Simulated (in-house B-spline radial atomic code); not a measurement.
## Ionising Bi³⁺ with different functionals

Computed with an all-electron radial atomic-structure program (B-spline basis): four-component Dirac-Coulomb Hamiltonian, Fermi nucleus of rms radius 5.5211 fm, spin-restricted, spherical fractional occupations for the functionals. The ionisation energy is the difference of two self-consistent energies, [Xe] 4f14 5d10 6s2 → [Xe] 4f14 5d10 6s1, without Breit or QED terms; ε is the level of the shell that loses the electron (mean over j).

Hybrids are left out here: with spherical fractional occupations of an open shell their exact exchange keeps a self-interaction that integer-occupation calculations don't have.

| method | rung | ΔSCF (eV) | -ε(6s) (eV) |
| --- | --- | --- | --- |
| LDA VWN5 | LDA | 45.88 | 40.43 |
| relativistic LDA | LDA | 45.76 | 40.33 |
| LDA PW92 | LDA | ? | ? |
| LDA exchange-only | LDA | 44.45 | 39.01 |
| PBE | GGA | 45.37 | 39.95 |
| PBEsol | GGA | ? | ? |
| BLYP | GGA | 45.44 | 39.98 |
| RPBE | GGA | 45.19 | 39.79 |
| PW91 | GGA | 45.49 | 40.07 |
| BP86 | GGA | 45.55 | 40.15 |
| AM05 | GGA | 45.43 | 40.03 |
| OLYP | GGA | 45.12 | 39.72 |

What does LDA PW92 give?

ΔSCF 45.88 eV, and -ε(6s) = 40.43 eV.

What does PBEsol give?

ΔSCF 45.44 eV, and -ε(6s) = 40.04 eV.

How do they compare with the NIST value?

NIST lists 45.37 eV ± 0.06 (measured, ground level to ground level). Errors run from -0.92 to +0.51 eV; PBE is closest (+0.00 eV), though others lie within the uncertainty of it, and part of that can be cancellation, since the calculations leave out Breit-QED terms, spin polarisation.
